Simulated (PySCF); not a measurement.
COSe, SMILES O=C=[Se], point group C∞v.

Level: B3LYP/pcSseg-2 in PySCF (density fitting, grid level 2); geometry and Hessian at that level, cubic constants and property derivatives from steps of ±0.6 along each species' dimensionless normal coordinates, second-order vibrational perturbation theory. The parent has the commonest isotopes.

Equilibrium geometry (Å):

```
atom        x        y        z
  O1  -1.3247  -0.0010  -0.0269
  C2  -0.1729  -0.0031  -0.0182
 Se3   1.5435  -0.0061  -0.0051
```

**Question.** How much do zero-point and thermal motion change the parent's shieldings?

**Answer.** 
```
atom  σe (ppm)  anharmonic part, 0 K  harmonic part, 0 K  Δσ at 0 K  Δσ at 100 K  Δσ at 298.15 K
  O1     23.53                 -1.50               -5.86      -7.36        -7.46           -8.41
  C2     -0.65                 -0.51               -1.54      -2.06        -2.09           -2.30
 Se3   2259.23                 -8.47              -35.65     -44.12       -44.63          -50.86
```

**Question.** And the bond lengths, in the parent and with ¹⁸O at 1?

**Answer.** 
| bond | re (Å) | ⟨r⟩ at 0 K | between mean positions | ⟨r⟩, labelled |
| --- | --- | --- | --- | --- |
| O1–C2 | 1.1519 | 1.1564 | 1.1522 | 1.1562 |
| C2–Se3 | 1.7164 | 1.7216 | 1.7201 | 1.7216 |

Spin–orbit effects of the heavy atoms on shieldings are missing.

The study (81 SCF points, 135 basis functions) took 6.4 min on 1 thread of AMD EPYC 7R13, shared host (rough), peak memory 0.69 GiB, launched as `OMP_NUM_THREADS=1 python ens_run.py task.json out`.
